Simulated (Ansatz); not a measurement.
```xyz
9

B    -0.336    1.359    0.166
Ge   -0.770   -0.683    0.049
C     1.196   -0.875   -0.244
Se    1.687    0.820   -0.166
H    -0.404    1.873    1.251
H    -0.686    2.048   -0.756
H    -1.482   -1.337   -1.159
H    -1.140   -1.549    1.276
H     1.935   -1.657   -0.416
```

The species carries charge 0 and has multiplicity 1. The bonds changed during the relaxation, so this is another structure than the one it started from.

(1) List the PBE0/def2-TZVPP orbital energies in eV (Ansatz). (An estimate is asked.)

Results:

(1) The calculation gave: Occupied: -12362.88, -10859.66, -1585.66, -1422.68, -1422.66, -1422.62, -1357.93, -1207.76, -1207.73, -1207.71, -280.59, -216.08, -183.75, -170.64, -159.62, -159.57, -159.43, -120.50, -120.42, -120.35, -59.64, -59.62, -59.50, -59.47, -59.45, -33.34, -33.28, -33.22, -33.18, -33.15, -22.57, -17.27, -15.69, -13.00, -12.16, -10.50, -10.09, -9.01, -8.40, -7.94, -7.33. Lowest empty: -3.38, -0.47, 0.90, 1.32, 1.92, 1.94, 2.29, 2.42.
